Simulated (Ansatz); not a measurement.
Ansatz (an electronic-structure program) input (wB97M-V/def2-TZVPD):

Ansatz 0.2 input:
```yaml
crystal:
  periodic: [false, false, false]
  atoms:
    - {symbol: C, position_ang: [-2.38096453, -0.23659688, 0.21770614]}
    - {symbol: B, position_ang: [-0.97549084, -0.09693470, 0.08919509]}
    - {symbol: I, position_ang: [0.47348178, -1.68071178, 0.71672047]}
    - {symbol: I, position_ang: [-0.00024130, 1.72773778, -0.75999174]}
    - {symbol: H, position_ang: [-3.07509376, 0.53942136, -0.09052425]}
    - {symbol: H, position_ang: [-2.84341069, -1.12754423, 0.63168929]}
basis:
  gaussian:
    orbitals: def2-TZVPD
hamiltonian:
  xc: {name: wB97M-V}
total_charge: -1
output: {forces: true}
```

End of the output:

```
mean field evaluation 2: about -17945.6108 eV, gradient 4.1e1 eV
mean field evaluation 4: about -17949.4853 eV, gradient 2.3e0 eV
mean field evaluation 8: about -17949.5041 eV, gradient 2.6e-1 eV
mean field evaluation 16: about -17949.7744 eV, gradient 3.7e-3 eV
mean field -17949.77437653 eV, -659.6420415433 hartree, gradient 5.4e-5 eV, S^2 0.000000; 0 other end points of the search recorded, 0 dependent functions left out
the calculation of the forces begins
reference -17949.77445899 eV, -659.6420445737 hartree; 32, 32 occupied and 178, 178 virtual orbitals, 1327 factors
Total energy: -17949.77445899 eV, -659.6420445737 hartree
Atom 0 at    -2.380965    -0.236597     0.217706 Å, force     0.096972     0.009636    -0.008867 eV/Å
Atom 1 at    -0.975491    -0.096935     0.089195 Å, force     0.089824     0.008926    -0.008213 eV/Å
Atom 2 at     0.473482    -1.680712     0.716720 Å, force    -0.131535     0.178107    -0.072069 eV/Å
Atom 3 at    -0.000241     1.727738    -0.759992 Å, force    -0.079117    -0.199040     0.091330 eV/Å
Atom 4 at    -3.075094     0.539421    -0.090524 Å, force     0.009854     0.016111    -0.007557 eV/Å
Atom 5 at    -2.843411    -1.127544     0.631689 Å, force     0.014003    -0.013741     0.005376 eV/Å
Dipole moment:     0.489379     0.048630    -0.044747 e Å
```

It need not be the lowest isomer of its formula. Whether it binds its extra electron was not tested at this geometry.
